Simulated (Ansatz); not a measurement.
`C[Si](N)(F)Cl` + H₂S → `C[Si](F)(S)Cl` + NH₃ at 298.15 K and 1 bar (ligand exchange at the Si–N bond).

Calculated with Ansatz (gas phase, PBE0-D4/def2-TZVP geometries, no zero-point term in ΔE). CBS: MP2 limit from def2 TZ/QZ plus the TZ coupled-cluster correction, frozen cores. This one scheme is used for every species. One conformer a species, not always the lowest.

| species | CCSD(T)/CBS energy (Eh) | H − E (kJ/mol) | S (J/(mol·K)) |
| --- | --- | --- | --- |
| `C[Si](N)(F)Cl` | -944.59780 | 200.9 | 352.6 |
| H₂S | -398.97279 | 49.9 | 205.7 |
| `C[Si](F)(S)Cl` | -1287.05862 | 158.2 | 360.5 |
| NH₃ | -56.50880 | 100.5 | 192.4 |

H − E and S are ideal-gas, rigid-rotor, harmonic terms from PBE0-D4/def2-TZVP, for one conformer and one mirror image of each species. 1 Eh = 2625.50 kJ/mol, R = 8.31446 J/(mol·K).

Q: By hand: ΔE, ΔH, ΔS and ΔG.

A: ΔE = (-1287.05862) + (-56.50880) − (-944.59780) − (-398.97279) = 0.00317 Eh = 8.3 kJ/mol. Δ(H − E) = 158.2 + 100.5 − 200.9 − 49.9 = 7.9, so ΔH = 16.2 kJ/mol. ΔS = 360.5 + 192.4 − 352.6 − 205.7 = -5.4 J/(mol·K). ΔG = 16.2 − 298.15 × (-5.4)/1000 = 17.8 kJ/mol.

Q: By hand: the equilibrium constant, and the temperature at which ΔG would vanish if ΔH and ΔS stayed fixed.

A: log₁₀ K = −ΔG/(RT ln 10) = -3.1. ΔH and −TΔS have one sign here, so there is no such temperature.

The number of gas molecules stays the same, so ΔS is small and ΔH decides. A doubt of 5 kJ/mol in ΔE shifts log₁₀ K by 0.9 here. Other conformers and mirror images would add mixing entropy, several J/(mol·K) or more a flexible species. These are equilibria of isolated gas molecules and say nothing of rates. Largest T1 diagnostic: 0.011 (customary marks: 0.02 for closed shells, 0.045 for open ones).

ΔS is within the doubt of such terms, so its sign, and with it that verdict, could turn.
